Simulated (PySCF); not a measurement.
chlorosilylboronic acid (BClH4O2Si), SMILES OB(O)[SiH2]Cl.

The structure is a stationary point at B3LYP-D3(BJ)/def2-SVP. Other conformers were not sampled.

Two levels are set side by side: PBE/def2-TZVP (PySCF) and ωB97X/def2-TZVP (PySCF). Same geometry, gas phase. Differences are taken from unrounded values.

| quantity | ωB97X |
|---|---|
| orbital gap (eV) | 11.97 |
| highest occupied level (eV) | -10.59 |
| lowest empty level (eV) | 1.38 |
| dipole moment (D) | 2.32 |
| mean polarisability (bohr³) | 58.5 |

### Question
What does PBE give, and how far is it from ωB97X? (An estimate is asked for; the answer gives what the named calculation found.)

### Answer

```csv
quantity,PBE,PBE minus ωB97X
orbital gap (eV),5.36,-6.61
highest occupied level (eV),-6.87,3.72
lowest empty level (eV),-1.51,-2.89
dipole moment (D),2.02,-0.30
mean polarisability (bohr³),62.1,3.6
```

Without exact exchange PBE keeps part of each electron's self-repulsion, which lifts occupied levels and narrows the gap. Loosely held outer electrons make PBE densities more polarisable. Differences between two approximate levels are no errors against the true value.

Rough cost on one machine, each run with all the roots and properties that it gave: ωB97X against PBE within a factor of 2.
